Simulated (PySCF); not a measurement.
CH8N2OSi2, SMILES N1C[Si@@](N)([SiH2]1)O.

Geometry optimised at B3LYP-D3(BJ)/def2-SVP. The structure was generated by enumeration; whether it is a known compound was not checked. The values are those of a single conformer.

Two levels are set side by side: TDA-PBE/def2-SVPD (PySCF) and TDA-PBE0/def2-SVPD (PySCF). Vertical, same geometry. The lowest singlet is HOMO→LUMO 99 % with PBE and HOMO→LUMO 87 % with the other functional; states are paired by order. Differences are taken from unrounded values.

```tsv
quantity	TDA-PBE0	TDA-PBE	TDA-PBE minus TDA-PBE0
lowest singlet excitation (eV)	5.23	4.58	-0.65
lowest triplet excitation (TDA) (eV)	4.90	4.32	-0.58
```

Functionals without exact exchange tend to place singlet excitations lower, as here. Differences between two approximate levels are no errors against the true value.

Rough cost on one machine, each run with all the roots and properties that it gave: TDA-PBE0 against TDA-PBE about 2 times.
